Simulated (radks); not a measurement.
The niobium ion Nb3+, configuration [Kr] 4d2. Calculated with a radial shooting solver on a logarithmic mesh with Libxc functionals: Dirac Kohn-Sham, exchange-only LDA, spin-unpolarised, spherical densities, finite nucleus; open shells are shared between the two j in proportion to 2j + 1; Fermi nuclear charge, rms radius 4.324 fm.

Normalised radial functions P(r) = r R(r) (large component), r in bohr:

```
   r/bohr * 4s1/2, o 4d3/2 (the largest magnitude, 1.02, reaches the edge; | marks zero, & curves that meet)
 0.002897                             o *
 0.003833                             o  *
 0.005112                             o  *
 0.006818                             o   *
 0.009094                             o    *
  0.01213                             o     *
  0.01618                             o     *
   0.0214                             o     *
  0.02855                             o    *
  0.03808                             o *
  0.05079                            *|o
  0.06774                       *     | o
  0.09034                    *        |  o
   0.1195                   *         |    o
   0.1594                        *    |      o
   0.2126                             |    *   o
   0.2836                             |         o   *
   0.3783                             |       o     *
   0.5045                             | o*
   0.6729              *        o     |
   0.8903  *           o              |
    1.188  *      o                   |
    1.584        o   *                |
    2.112            o         *      |
    2.818                   o       * |
    3.758                         o   *
    4.972                            o*
    6.632                             &
    8.845                             &
```

4s1/2: eigenvalue -87.307 eV, 3 radial nodes at r = 0.0458, 0.185, 0.532 bohr, <r> = 1.15 bohr, 90 % of the charge inside 1.67 bohr. 4d3/2: eigenvalue -29.463 eV, 1 radial node at r = 0.548 bohr, <r> = 1.72 bohr, 90 % of the charge inside 2.67 bohr.
